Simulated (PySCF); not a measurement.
Compound: C2H8B2FN.
Atom-mapped SMILES: `[CH3:1][C@@H:2]([BH:3][NH2:4])[BH:5][F:6]` (hydrogens: H7, H8, H9 on C1; H10 on C2; H11 on B3; H12, H13 on N4; H14 on B5)

Computed with PBE0-D3(BJ)/def2-SVP geometry optimisation, gas phase (PySCF).

Task: Give the optimised bond lengths and angles.

Result: 
```json
{"bond": "C1–C2", "length (Å)": "1.527"}
{"bond": "C2–B3", "length (Å)": "1.600"}
{"bond": "B3–N4", "length (Å)": "1.392"}
{"bond": "C2–B5", "length (Å)": "1.546"}
{"bond": "B5–F6", "length (Å)": "1.338"}
{"bond": "C1–H7, C1–H8, C1–H9", "length (Å)": "1.101"}
{"bond": "C2–H10", "length (Å)": "1.108"}
{"bond": "B3–H11", "length (Å)": "1.213"}
{"bond": "N4–H12, N4–H13", "length (Å)": "1.012"}
{"bond": "B5–H14", "length (Å)": "1.214"}
```

Bonds in one row agree within 0.01 Å and their mean is given. A selection of angles:
```json
{"angle": "C2–C1–H7", "degrees": "111.9"}
{"angle": "H7–C1–H8", "degrees": "107.0"}
{"angle": "C1–C2–B3", "degrees": "113.6"}
{"angle": "C1–C2–B5", "degrees": "116.2"}
{"angle": "C1–C2–H10", "degrees": "112.0"}
{"angle": "B3–C2–B5", "degrees": "102.6"}
{"angle": "B3–C2–H10", "degrees": "103.7"}
{"angle": "B5–C2–H10", "degrees": "107.6"}
{"angle": "C2–B3–N4", "degrees": "121.7"}
{"angle": "C2–B3–H11", "degrees": "120.4"}
{"angle": "N4–B3–H11", "degrees": "117.9"}
{"angle": "B3–N4–H12", "degrees": "123.3"}
{"angle": "H12–N4–H13", "degrees": "114.0"}
{"angle": "C2–B5–F6", "degrees": "119.2"}
{"angle": "C2–B5–H14", "degrees": "124.8"}
{"angle": "F6–B5–H14", "degrees": "115.8"}
```

Dihedral angles: C1–C2–B3–N4 176° (antiperiplanar); C1–C2–B5–F6 157° (antiperiplanar).

B3 (three-coordinate boron) is planar (angles 121.7°, 120.4° and 117.9°, sum 360.0°, 0.00 Å off the plane of its three neighbours). H12 on N4 lies 2.35 Å from F6, 5 bonds away (angle at H 118°; Bondi radii sum to 2.67 Å). N4 (boron-bound nitrogen) is planar (angles 123.3°, 122.8° and 114.0°, sum 360.0°, 0.00 Å off the plane of its three neighbours). B5 (three-coordinate boron) is planar (angles 124.8°, 119.2° and 115.8°, sum 359.9°, 0.03 Å off the plane of its three neighbours). Of the pairs four or more bonds apart, those above aside, N4···F6 is among the closest relative to their van der Waals radii: 2.96 Å, 98 % of the sum of Bondi's values. The 2 B–C bonds span 1.546 Å (C2–B5, drawn single) to 1.600 Å (C2–B3, drawn single), a spread of 0.054 Å.

Point group: C1 (no symmetry element, even within 0.4 Å). No PBE0-D3(BJ)/def2-SVP frequencies stand behind this structure, so it isn't proved a minimum. One conformer, not necessarily the lowest.

On one thread, Arm Neoverse V1 (aarch64), no GPU, shared host with 32 logical CPUs at a one-minute load of 14, this took 53 s of wall time and 0.50 GiB of memory at its peak. That covers the optimisation of the geometry.
